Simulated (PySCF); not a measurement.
A calculated (LC-wPBE, PySCF 2.14, x2c-TZVPPall, the spin-free X2C one-electron Hamiltonian (Gaussian nucleus)) atom or ion has these occupied shells.

```json
{"shell": "1s α", "electrons": "1", "orbital energy (eV)": "-21935.0", "rms radius, mean of both spins (bohr)": "0.0384"}
{"shell": "1s β", "electrons": "1", "orbital energy (eV)": "-21935.0", "rms radius, mean of both spins (bohr)": "0.0384"}
{"shell": "2s α", "electrons": "1", "orbital energy (eV)": "-3181.8", "rms radius, mean of both spins (bohr)": "0.158"}
{"shell": "2s β", "electrons": "1", "orbital energy (eV)": "-3181.0", "rms radius, mean of both spins (bohr)": "0.158"}
{"shell": "2p α", "electrons": "3", "orbital energy (eV)": "-2853.6", "rms radius, mean of both spins (bohr)": "0.140"}
{"shell": "2p β", "electrons": "3", "orbital energy (eV)": "-2853.0", "rms radius, mean of both spins (bohr)": "0.140"}
{"shell": "3s α", "electrons": "1", "orbital energy (eV)": "-586.22", "rms radius, mean of both spins (bohr)": "0.431"}
{"shell": "3s β", "electrons": "1", "orbital energy (eV)": "-585.81", "rms radius, mean of both spins (bohr)": "0.431"}
{"shell": "3p α", "electrons": "3", "orbital energy (eV)": "-478.29", "rms radius, mean of both spins (bohr)": "0.434"}
{"shell": "3p β", "electrons": "3", "orbital energy (eV)": "-477.82", "rms radius, mean of both spins (bohr)": "0.434"}
{"shell": "3d α", "electrons": "5", "orbital energy (eV)": "-304.24", "rms radius, mean of both spins (bohr)": "0.420"}
{"shell": "3d β", "electrons": "5", "orbital energy (eV)": "-303.51", "rms radius, mean of both spins (bohr)": "0.420"}
{"shell": "4s α", "electrons": "1", "orbital energy (eV)": "-108.57", "rms radius, mean of both spins (bohr)": "1.08"}
{"shell": "4s β", "electrons": "1", "orbital energy (eV)": "-104.67", "rms radius, mean of both spins (bohr)": "1.08"}
{"shell": "4p α", "electrons": "3", "orbital energy (eV)": "-78.315", "rms radius, mean of both spins (bohr)": "1.19"}
{"shell": "4p β", "electrons": "3", "orbital energy (eV)": "-73.463", "rms radius, mean of both spins (bohr)": "1.19"}
{"shell": "4d α", "electrons": "5", "orbital energy (eV)": "-34.106", "rms radius, mean of both spins (bohr)": "1.58"}
{"shell": "5s α", "electrons": "1", "orbital energy (eV)": "-24.514", "rms radius, mean of both spins (bohr)": "2.88"}
```

Q: Name the element and its charge.

A: Ru²⁺ (ruthenium, charge +2), in [Kr] 4d5 5s1, high-spin 7S determinant (an excited configuration).
